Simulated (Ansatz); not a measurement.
The Si1–F2 bond of F2Si (SMILES F[Si]F) is stretched (multiplicity 1, the rest rigid).
Geometry at rest (charge 0, multiplicity 1):
```tsv
atom	x (Å)	y (Å)	z (Å)
Si	0.0130	0.0021	0.5770
F	1.0115	-0.7030	-0.4692
F	-1.0318	0.6997	-0.4283
```

Correlated levels freeze the cores.

Codes used: Ansatz (a first-principles code). Values without a source in brackets are computed.

FIC-MRCISD+Q on CASSCF(6,4)/cc-pV(D+d)Z, total energies (hartree):

```
R (Å)       CASSCF       MRCISD  weight c² of the reference
-----  -----------  -----------  --------------------------
1.609  -487.921786  -488.331688                     0.91005
2.816  -487.768325  -488.167167                     0.90891
5.149  -487.731539  -488.117179                     0.91126
```

Problem. Add the Davidson correction (E_MRCISD − E_CASSCF)(1 − c²)/c² and give the energies above the first point at the three levels.

Solution. 
Corrections (hartree): -0.040513, -0.039971, -0.037555. Above the first point (kcal/mol):
- R = 2.816 Å: CASSCF 96.3, MRCISD 103.2, with the correction 103.6
- R = 5.149 Å: CASSCF 119.4, MRCISD 134.6, with the correction 136.5

Doubts at one or more of the structures used: active orbitals that take no part (FIC-MRCISD+Q on CASSCF(6,4)/cc-pV(D+d)Z).
